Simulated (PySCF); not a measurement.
**Tellurium: a sound run and one with changed settings**

Sound run: Te [Kr] 4d10 5s2 5p4, Te⁺ [Kr] 4d10 5s2 5p3. All numbers are calculated (PySCF 2.14, scalar relativity through the core potential, in def2-SVP with the def2 core potential (28 electrons)). In the sound run the correlated levels freeze 4s2 4p6 4d10 outside the core potential. The sound run starts from symmetry-adapted Hartree-Fock orbitals and uses a fine grid where one is needed.

Changed run: all electrons correlated in a basis built for the valence shell.

```tsv
species	method	sound run (hartree)	changed run (hartree)	converged
Te	MP2	-267.05663	-267.08742	yes
Te⁺	MP2	-266.76035	-266.78919	yes
```

Ionisation energy of Te:

| method | sound run (eV) | changed run (eV) |
| --- | --- | --- |
| UHF | 7.691 | 7.691 |
| MP2 | 8.062 | 8.115 |
| SCS-MP2 | 8.075 | 8.104 |

A valence basis has no tight correlating functions, so it recovers only part of the core correlation, and not evenly between atom and ion.

For comparison, NIST gives 9.010 eV between the lowest levels.
